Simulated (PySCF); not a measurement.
# Magnetic susceptibility: SMILES C#CC(=O)O[SiH2]C=O, C4H4O3Si

Geometry:
| atom | x (Å) | y (Å) | z (Å) |
| --- | --- | --- | --- |
| C1 | 3.460 | 0.073 | 0.627 |
| C2 | 2.374 | -0.369 | 0.373 |
| C3 | 1.075 | -0.907 | 0.062 |
| O4 | 0.863 | -2.053 | -0.225 |
| O5 | 0.119 | 0.020 | 0.127 |
| Si6 | -1.468 | -0.342 | -0.199 |
| C7 | -2.249 | 1.383 | 0.099 |
| O8 | -3.421 | 1.604 | -0.054 |
| H9 | 4.413 | 0.457 | 0.851 |
| H10 | -1.972 | -1.316 | 0.760 |
| H11 | -1.612 | -0.759 | -1.587 |
| H12 | -1.581 | 2.208 | 0.432 |

Method: GIAO PBE0/pcSseg-1 magnetisability, rotational g tensor and spin-rotation constants, non-relativistic, gas phase in PySCF. Geometry: GFN2-xTB.

**Question.** What are the magnetisability and the molar susceptibility?

**Answer.** Isotropic -827 × 10⁻³⁰ J/T², or -49.8 × 10⁻⁶ cm³/mol; principal values -1048, -819, -613 × 10⁻³⁰ J/T², anisotropy 377 × 10⁻³⁰ J/T² (root of half the summed squared differences of the principal values). The susceptibility is in cgs units.

**Question.** Split it along the inertial axes a, b, c into diamagnetic and paramagnetic parts about the centre of mass, with the quadrupole moment.

**Answer.** 
| axis | χ (10⁻⁶ cm³/mol) | diamagnetic (10⁻⁶ cm³/mol) | paramagnetic (10⁻⁶ cm³/mol) | summed x² of all electrons (Å²) | quadrupole Θ (D Å) |
| --- | --- | --- | --- | --- | --- |
| a | -36.9 | -353.2 | 316.2 | 337.5 | -5.25 |
| b | -49.3 | -1490.1 | 1440.7 | 69.5 | +1.65 |
| c | -63.1 | -1726.5 | 1663.4 | 13.8 | +3.60 |

Anisotropies 2χaa − χbb − χcc = +38.6 and 2χbb − χaa − χcc = +1.3 × 10⁻⁶ cm³/mol. Θ is traceless in Buckingham's convention.

**Question.** And the rotational g tensor?

**Answer.** 
```tsv
axis	rotational constant (GHz)	g	nuclear part	electronic part
a	4.6687	-0.1220	0.5716	-0.6936
b	0.8036	-0.0178	0.5261	-0.5439
c	0.6912	-0.0112	0.5289	-0.5402
```
Asymmetric top; isotopes 12C, 1H, 16O, 28Si; no vibrational averaging.
